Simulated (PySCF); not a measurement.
Q: Give a PBE0-D3(BJ)/def2-SVP geometry of `[BH2-]([PH2+]F)C#N`.

A: 
```xyz
9
CH4BFNP angstrom
N      1.8271    0.4652   -1.8524
C      1.4308    0.0333   -0.8492
B      0.7472   -0.4891    0.4657
P     -0.9768    0.2339    0.1120
F     -2.0951   -0.0135    1.2156
H      0.6184   -1.6959    0.5199
H      1.1446    0.0388    1.4854
H     -1.0280    1.6361   -0.0639
H     -1.6079   -0.2267   -1.0669
```

Orientation and origin are arbitrary. Atoms count from 1 in this order. The 5 heavy atoms lie in one plane (0.005 Å rms). B3 (four-coordinate boron) has angles from 96.5° to 115.4°. P4 (phosphorus bonded to B, F and 2 H) is distorted tetrahedral (angles from 101.7° to 116.7°).

Bonds between heavy atoms (Å): N1≡C2 1.162, C2–B3 1.571, B3–P4 1.903, P4–F5 1.590.

The calculation used PySCF, PBE0-D3(BJ)/def2-SVP geometry optimisation, gas phase.

Point group: Cs (tolerance 0.08 Å). No PBE0-D3(BJ)/def2-SVP frequencies stand behind this structure, so it isn't proved a minimum. One conformer, not necessarily the lowest (C2–B3–P4–F5 -179°).

On Intel Xeon 6975P-C, one thread, no GPU, shared host with 192 logical CPUs at a one-minute load of 5.0, this took 25 s wall and 0.39 GiB of memory at its peak. That covers the optimisation of the geometry.
